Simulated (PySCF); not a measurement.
C7H8O, SMILES c1c(OC)cccc1.

Geometry: PBE-D3(BJ)/def2-SVP. One conformer was computed; it need not be the lowest.

Level of theory: PBE-D3(BJ)/def2-SVP run with PySCF.

No scaling factor is applied to the harmonic values.

Computed normal modes with their intensities:
| mode | ν (cm⁻¹) | IR (km/mol) | moving atoms (share of kinetic energy) |
|---|---|---|---|
| 1 | 102 | 3.6 | C 55 %, H 27 %, O 18 % |
| 2 | 207 | 0.2 | H 53 %, C 31 %, O 16 % |
| 3 | 253 | 2.2 | C 71 %, H 28 % |
| 4 | 273 | 0.4 | H 59 %, C 23 %, O 17 % |
| 5 | 415 | 0.0 | C 72 %, H 28 % |
| 6 | 439 | 1.0 | C 69 %, O 16 %, H 15 % |
| 7 | 509 | 6.9 | C 63 %, H 32 % |
| 8 | 546 | 4.9 | C 48 %, O 38 %, H 14 % |
| 9 | 607 | 0.4 | C 91 %, H 8 % |
| 10 | 690 | 24.6 | H 51 %, C 49 % |
| 11 | 750 | 40.2 | H 51 %, C 48 % |
| 12 | 787 | 12.4 | C 68 %, O 19 %, H 13 % |
| 13 | 802 | 0.0 | H 79 %, C 21 % |
| 14 | 874 | 6.6 | H 63 %, C 37 % |
| 15 | 946 | 0.0 | H 72 %, C 28 % |
| 16 | 971 | 0.2 | H 76 %, C 24 % |
| 17 | 977 | 0.2 | C 86 %, H 14 % |
| 18 | 1021 | 1.6 | C 57 %, H 42 % |
| 19 | 1064 | 26.5 | C 46 %, H 30 %, O 25 % |
| 20 | 1070 | 30.4 | H 54 %, C 35 %, O 11 % |
| 21 | 1129 | 0.2 | H 76 %, C 19 % |
| 22 | 1130 | 2.0 | H 93 % |
| 23 | 1146 | 12.3 | H 89 %, C 10 % |
| 24 | 1162 | 1.5 | H 70 %, C 24 % |
| 25 | 1272 | 217.5 | C 53 %, O 27 %, H 20 % |
| 26 | 1281 | 0.6 | H 72 %, C 27 % |
| 27 | 1385 | 12.6 | C 94 % |
| 28 | 1411 | 7.0 | H 97 % |
| 29 | 1412 | 6.4 | H 81 %, C 16 % |
| 30 | 1427 | 42.5 | H 91 %, C 8 % |
| 31 | 1448 | 2.1 | C 63 %, H 36 % |
| 32 | 1491 | 106.0 | C 64 %, H 32 % |
| 33 | 1600 | 17.5 | C 93 % |
| 34 | 1625 | 79.1 | C 92 % |
| 35 | 2925 | 61.9 | H 97 % |
| 36 | 2998 | 35.3 | H 90 %, C 10 % |
| 37 | 3081 | 15.1 | H 91 %, C 9 % |
| 38 | 3111 | 2.2 | H 92 % |
| 39 | 3118 | 9.1 | H 92 %, C 8 % |
| 40 | 3134 | 14.4 | H 91 %, C 9 % |
| 41 | 3140 | 6.7 | H 91 %, C 9 % |
| 42 | 3147 | 3.8 | H 91 %, C 9 % |
